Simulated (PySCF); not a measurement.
Correlation energy of Be (beryllium, neutral)

[He] 2s1 2p1, high-spin 3P determinant (an excited configuration). All numbers are calculated (PySCF 2.14, the non-relativistic Hamiltonian (point nucleus), in aug-cc-pCVTZ). Frozen: nothing; 4 electrons correlated.

MP2 pair energies summed by pair of shells (mhartree):

```csv
pair,energy,share (%)
1s-1s,-36.64,85.3
2s-2p,-2.78,6.5
1s-2s,-2.24,5.2
1s-2p,-1.29,3.0
```

Total MP2 correlation energy: -42.94 mhartree.

Same-spin part -3.90 and opposite-spin part -39.04 mhartree; SCS-MP2 scales them by 1/3 and 6/5 to -48.15 mhartree.
